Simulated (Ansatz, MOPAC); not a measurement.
System: CF2I (charge +1, singlet). SMILES of the parent species: F[C](F)I

Atoms: F1, C2, F3, I4. Bonds: F1-C2, C2-F3, C2-I4.

Bond lengths (Å) and angles (degrees) optimised at AM1 with MOPAC; PM7 with MOPAC; HF/6-31G* with LANL2DZ past Ar with Ansatz (a quantum-chemistry and plane-wave program), each started from the B3LYP-D3(BJ)/def2-TZVP structure (Ansatz) of the last column. A row stands for all coordinates that are equal there. 6-31G* holds six Cartesian d functions.

```tsv
coordinate	AM1	PM7	HF/6-31G* with LANL2DZ past Ar	B3LYP-D3(BJ)/def2-TZVP
F1-C2	1.300	1.285	1.233	1.261
C2-I4	2.089	2.071	2.051	2.003
F1-C2-F3	109.0	109.9	114.3	114.1
F1-C2-I4	125.5	125.1	122.9	123.0
```

Mean signed difference of all 3 bond lengths from B3LYP-D3(BJ)/def2-TZVP: AM1 0.055 Å, PM7 0.039 Å, HF/6-31G* with LANL2DZ past Ar -0.003 Å.
